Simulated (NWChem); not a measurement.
The numbers come from NWChem runs, not from measurements. System: GeS, charge 0, spin multiplicity 1, at a geometry optimised with PBE/def2-SVP. The structure started from a generated list of species. Level: CCSD(T)/def2-TZVP, 14 core orbitals frozen.

Job file:

```
start mol
memory heap 100 mb stack 700 mb global 1900 mb
geometry units angstroms nocenter noautoz
  Ge     0.000000     0.000000     0.681111
  S      0.000000     0.000000    -1.362222
  symmetry group C2v
end
basis spherical
  * library def2-tzvp
end
scf
  rhf
  nopen 0
  maxiter 100
  thresh 1e-7
  semidirect memsize 60000000 filesize 0
end
tce
  freeze core 14
  ccsd(t)
  2eorb
  2emet 13
  thresh 1e-6
  maxiter 100
  tilesize 24
end
task tce energy
```

NWChem printed:

```
             Northwest Computational Chemistry Package (NWChem) 7.3.0
             --------------------------------------------------------

                                NWChem Input Module
                                -------------------

 Scaling coordinates for geometry "geometry" by  1.889725989
 (inverse scale =  0.529177249)

 Turning off AUTOSYM since
 SYMMETRY directive was detected!

                             Geometry "geometry" -> ""
                             -------------------------

 Output coordinates in angstroms (scale by  1.889725989 to convert to a.u.)

  No.       Tag          Charge          X              Y              Z
 ---- ---------------- ---------- -------------- -------------- --------------
    1 Ge                  32.0000     0.00000000     0.00000000     0.68111100
    2 S                   16.0000     0.00000000     0.00000000    -1.36222200

 Effective nuclear repulsion energy (a.u.)     132.5964742349

            Nuclear Dipole moment (a.u.)
            ----------------------------
        X                 Y               Z
 ---------------- ---------------- ----------------
     0.0000000000     0.0000000000     0.0000000000

      Symmetry information
      --------------------

 Group name             C2v
 Group number             16
 Group order               4
 No. of unique centers     2

      Symmetry unique atoms

     1    2


 Summary of "ao basis" -> "" (spherical)
 ------------------------------------------------------------------------------
       Tag                 Description            Shells   Functions and Types
 ---------------- ------------------------------  ------  ---------------------
 *                         def2-tzvp                  on all atoms

 Summary of "ao basis" -> "ao basis" (spherical)
 ------------------------------------------------------------------------------
       Tag                 Description            Shells   Functions and Types
 ---------------- ------------------------------  ------  ---------------------
 Ge                        def2-tzvp                16       48   6s5p4d1f
 S                         def2-tzvp                13       37   5s5p2d1f

                                 NWChem SCF Module
                                 -----------------

  ao basis        = "ao basis"
  functions       =    85
  atoms           =     2
  closed shells   =    24
  open shells     =     0
  charge          =   0.00
  wavefunction    = RHF
  use symmetry    = T
  symmetry adapt  = T

 Summary of "ao basis" -> "ao basis" (spherical)
 ------------------------------------------------------------------------------
       Tag                 Description            Shells   Functions and Types
 ---------------- ------------------------------  ------  ---------------------
 Ge                        def2-tzvp                16       48   6s5p4d1f
 S                         def2-tzvp                13       37   5s5p2d1f

      Symmetry analysis of basis
      --------------------------

        a1         37
        a2          8
        b1         20
        b2         20

 Forming initial guess at       0.0s

      Superposition of Atomic Density Guess
      -------------------------------------

 Sum of atomic energies:       -2472.78556368

      Non-variational initial energy
      ------------------------------

 Total energy =   -2472.930586
 1-e energy   =   -3709.095373
 2-e energy   =    1103.568313
 HOMO         =      -0.286623
 LUMO         =      -0.039061

      Symmetry analysis of molecular orbitals - initial
      -------------------------------------------------

 !! scf_movecs_sym_adapt:   56 vectors were symmetry contaminated

  Symmetry fudging

 !! scf_movecs_sym_adapt:   56 vectors were symmetry contaminated

  Numbering of irreducible representations:

     1 a1          2 a2          3 b1          4 b2

  Orbital symmetries:

     1 a1          2 a1          3 a1          4 a1          5 b2
     6 b1          7 a1          8 a1          9 a1         10 b1
    11 b2         12 a1         13 b2         14 b1         15 a1
    16 b1         17 b2         18 a1         19 a2         20 a1
    21 a1         22 b1         23 b2         24 a1         25 b2
    26 b1         27 a1         28 a1         29 a1         30 a2
    31 a1         32 b1         33 b2         34 a1

 Starting SCF solution at       1.0s

 ----------------------------------------------
         Quadratically convergent ROHF

 Convergence threshold     :          1.000E-07
 Maximum no. of iterations :          100
 Final Fock-matrix accuracy:          1.000E-09
 ----------------------------------------------

              iter       energy          gnorm     gmax       time
             ----- ------------------- --------- --------- --------
                 1    -2472.8840803695  7.22D-01  2.36D-01      1.1
                 2    -2472.9379340075  1.74D-01  6.00D-02      1.1
                 3    -2472.9416336241  4.64D-03  1.71D-03      1.1
                 4    -2472.9416371532  2.19D-05  6.37D-06      1.2
                 5    -2472.9416371533  7.12D-09  1.59D-09      1.3

       Final RHF  results
       ------------------

         Total SCF energy =  -2472.941637153259
      One-electron energy =  -3709.432616165754
      Two-electron energy =   1103.894504777583
 Nuclear repulsion energy =    132.596474234912

        Time for solution =      0.2s

       Symmetry analysis of molecular orbitals - final
       -----------------------------------------------

  Numbering of irreducible representations:

     1 a1          2 a2          3 b1          4 b2

  Orbital symmetries:

     1 a1          2 a1          3 a1          4 b2          5 b1
     6 a1          7 a1          8 a1          9 a1         10 b1
    11 b2         12 b2         13 b1         14 a1         15 a1
    16 a2         17 b1         18 b2         19 a1         20 a1
    21 a1         22 a1         23 b1         24 b2         25 b1
    26 b2         27 a1         28 a1         29 a2         30 a1
    31 b2         32 b1         33 a1         34 a1

             Final eigenvalues
             -----------------

              1
    1 -405.2783
    2  -91.9340
    3  -52.1853
    4  -46.2723
    5  -46.2723
    6  -46.2701
    7   -8.9384
    8   -7.2279
    9   -6.6187
   10   -6.6180
   11   -6.6180
   12   -5.2016
   13   -5.2016
   14   -5.1955
   15   -1.6774
   16   -1.6774
   17   -1.6696
   18   -1.6696
   19   -1.6693
   20   -0.9193
   21   -0.5837
   22   -0.3807
   23   -0.3714
   24   -0.3714
   25    0.0191
   26    0.0191
   27    0.1537
   28    0.2887
   29    0.2887
   30    0.3055
   31    0.3305
   32    0.3305
   33    0.3491
   34    0.3960

                       ROHF Final Molecular Orbital Analysis
                       -------------------------------------

 Vector   22  Occ=2.000000D+00  E=-3.807439D-01  Symmetry=a1
              MO Center=  2.1D-14,  6.9D-15,  3.3D-02, r^2= 3.4D+00
   Bfn.  Coefficient  Atom+Function         Bfn.  Coefficient  Atom+Function
  ----- ------------  ---------------      ----- ------------  ---------------
     6      0.451430  1 Ge s                 65     -0.369985  2 S  pz
    18      0.361508  1 Ge pz                68     -0.258543  2 S  pz
    21      0.207043  1 Ge pz                 5      0.201087  1 Ge s
    62     -0.166823  2 S  pz                12     -0.158172  1 Ge pz

 Vector   23  Occ=2.000000D+00  E=-3.713883D-01  Symmetry=b1
              MO Center=  1.1D-14,  2.1D-28, -9.6D-01, r^2= 2.0D+00
   Bfn.  Coefficient  Atom+Function         Bfn.  Coefficient  Atom+Function
  ----- ------------  ---------------      ----- ------------  ---------------
    63      0.450577  2 S  px                66      0.315425  2 S  px
    60      0.198551  2 S  px                16      0.190735  1 Ge px
    19      0.178261  1 Ge px                54     -0.161638  2 S  px

 Vector   24  Occ=2.000000D+00  E=-3.713883D-01  Symmetry=b2
              MO Center=  1.7D-30,  4.0D-15, -9.6D-01, r^2= 2.0D+00
   Bfn.  Coefficient  Atom+Function         Bfn.  Coefficient  Atom+Function
  ----- ------------  ---------------      ----- ------------  ---------------
    64      0.450577  2 S  py                67      0.315425  2 S  py
    61      0.198551  2 S  py                17      0.190735  1 Ge py
    20      0.178261  1 Ge py                55     -0.161638  2 S  py

 Vector   25  Occ=0.000000D+00  E= 1.913425D-02  Symmetry=b1
              MO Center=  3.3D-15,  1.7D-28,  4.6D-01, r^2= 3.8D+00
   Bfn.  Coefficient  Atom+Function         Bfn.  Coefficient  Atom+Function
  ----- ------------  ---------------      ----- ------------  ---------------
    19      0.784054  1 Ge px                66     -0.377270  2 S  px
    16      0.327764  1 Ge px                63     -0.202177  2 S  px
    10     -0.161918  1 Ge px

 Vector   26  Occ=0.000000D+00  E= 1.913425D-02  Symmetry=b2
              MO Center=  9.1D-31,  1.3D-14,  4.6D-01, r^2= 3.8D+00
   Bfn.  Coefficient  Atom+Function         Bfn.  Coefficient  Atom+Function
  ----- ------------  ---------------      ----- ------------  ---------------
    20      0.784054  1 Ge py                67     -0.377270  2 S  py
    17      0.327764  1 Ge py                64     -0.202177  2 S  py
    11     -0.161918  1 Ge py

 Vector   27  Occ=0.000000D+00  E= 1.537122D-01  Symmetry=a1
              MO Center= -2.4D-16, -1.7D-16,  2.5D-01, r^2= 6.4D+00
   Bfn.  Coefficient  Atom+Function         Bfn.  Coefficient  Atom+Function
  ----- ------------  ---------------      ----- ------------  ---------------
    21      1.748466  1 Ge pz                53      1.734610  2 S  s
     6     -1.569090  1 Ge s                 68      1.142207  2 S  pz
    65      0.265231  2 S  pz                18      0.172985  1 Ge pz

 center of mass
 --------------
 x =   0.00000000 y =   0.00000000 z =   0.12127703

 moments of inertia (a.u.)
 ------------------
         332.773408499771           0.000000000000           0.000000000000
           0.000000000000         332.773408499771           0.000000000000
           0.000000000000           0.000000000000           0.000000000000

  Mulliken analysis of the total density
  --------------------------------------

    Atom       Charge   Shell Charges
 -----------   ------   -------------------------------------------------------
    1 Ge  32    31.57   2.00  2.00  1.17  0.78  1.02  0.88  5.98  4.41  1.58  0.91  0.68  8.92  1.09  0.03  0.11  0.02
    2 S   16    16.43   2.01  0.49  1.48  1.06  0.82  4.18  1.69  0.86  2.35  1.44  0.01  0.04  0.00

       Multipole analysis of the density wrt the origin
       ------------------------------------------------

     L   x y z        total         open         nuclear
     -   - - -        -----         ----         -------
     0   0 0 0     -0.000000      0.000000     48.000000

     1   1 0 0     -0.000000      0.000000      0.000000
     1   0 1 0     -0.000000      0.000000      0.000000
     1   0 0 1      1.175082      0.000000      0.000000

     2   2 0 0    -22.094655      0.000000      0.000000
     2   1 1 0      0.000000      0.000000      0.000000
     2   1 0 1      0.000000      0.000000      0.000000
     2   0 2 0    -22.094655      0.000000      0.000000
     2   0 1 1      0.000000      0.000000      0.000000
     2   0 0 2    -24.598605      0.000000    159.039387

                   NWChem Extensible Many-Electron Theory Module
                   ---------------------------------------------


            General Information
            -------------------
      Number of processors :     1
         Wavefunction type : Restricted Hartree-Fock
          No. of electrons :    48
           Alpha electrons :    24
            Beta electrons :    24
           No. of orbitals :   170
            Alpha orbitals :    85
             Beta orbitals :    85
        Alpha frozen cores :    14
         Beta frozen cores :    14
     Alpha frozen virtuals :     0
      Beta frozen virtuals :     0
         Spin multiplicity : singlet
    Number of AO functions :    85
       Number of AO shells :    29
        Use of symmetry is : on
      Symmetry adaption is : on
         Schwarz screening : 0.10D-09

          Correlation Information
          -----------------------
          Calculation type : Coupled-cluster singles & doubles w/ perturbation
   Perturbative correction : (T)
            Max iterations :      100
        Residual threshold : 0.10D-05
     T(0) DIIS level shift : 0.00D+00
     L(0) DIIS level shift : 0.00D+00
     T(1) DIIS level shift : 0.00D+00
     L(1) DIIS level shift : 0.00D+00
     T(R) DIIS level shift : 0.00D+00
     T(I) DIIS level shift : 0.00D+00
   CC-T/L Amplitude update :  5-th order DIIS
                I/O scheme : Global Array Library
        L-threshold :  0.10D-05
        EOM-threshold :  0.10D-05
 no EOMCCSD initial starts read in
 TCE RESTART OPTIONS
 SLICE:      F
 D4D5:       F
 quantumc:   F
 qrotation:  F
 pwtce:      F
 qducc:      F
 nacto:                         0
 nrotv:                         0
 nrot:                          0

            Memory Information
            ------------------
          Available GA space size is     249029575 doubles
          Available MA space size is     104843636 doubles

 Maximum block size supplied by input
 Maximum block size        24 doubles

 tile_dim =     24

 -------------------------------------------------

 Global array virtual files algorithm will be used

 Parallel file system coherency ......... OK

 4-electron integrals stored in orbital form

 v2    file size   =          1787661
 4-index algorithm nr.  13 is used
 imaxsize =       30
 imaxsize ichop =        0


CCSD iterations
 ---------------------------------------------------------
 Iter          Residuum       Correlation     Cpu    Wall
 ---------------------------------------------------------
    1   0.1567108808703  -0.3875864266431     0.2     0.2
    2   0.0373873344519  -0.3885801058652     0.2     0.2
    3   0.0128727077639  -0.3972420982516     0.2     0.2
    4   0.0064069074983  -0.3976903705185     0.2     0.2
    5   0.0026946885951  -0.3986570788809     0.2     0.2
    6   0.0012932483829  -0.3989504026870     0.2     0.2
    7   0.0009986349485  -0.3989405655313     0.2     0.2
    8   0.0004466120540  -0.3989808857399     0.2     0.2
    9   0.0003769364042  -0.3989703156199     0.2     0.2
   10   0.0001849514183  -0.3989916977669     0.2     0.2
   11   0.0000275075906  -0.3990024376335     0.2     0.2
   12   0.0000109533535  -0.3990020150915     0.2     0.2
   13   0.0000054971792  -0.3990026282261     0.2     0.2
   14   0.0000030421990  -0.3990024984839     0.2     0.2
   15   0.0000016218974  -0.3990025795684     0.2     0.2
   16   0.0000004548524  -0.3990025550812     0.2     0.2
 -----------------------------------------------------------------
 Iterations converged
 CCSD correlation energy / hartree =        -0.399002555081237
 CCSD total energy / hartree       =     -2473.340639708340404

 Singles contributions

 Doubles contributions
 CCSD(T)
 Using plain CCSD(T) code
             total no. of tasks          500
 total no. of tasks / no. procs          500
                         wl_min          343           2.6
                         wl_max      1728000          11.0
        thresh for no. of tasks          500

 CCSD[T]  correction energy / hartree =        -0.024846715561482
 CCSD[T] correlation energy / hartree =        -0.423849270642719
 CCSD[T] total energy / hartree       =     -2473.365486423901984
 CCSD(T)  correction energy / hartree =        -0.022940242940280
 CCSD(T) correlation energy / hartree =        -0.421942798021517
 CCSD(T) total energy / hartree       =     -2473.363579951280826

 Task  times  cpu:       13.9s     wall:       13.9s

 Total times  cpu:       13.9s     wall:       13.9s
```
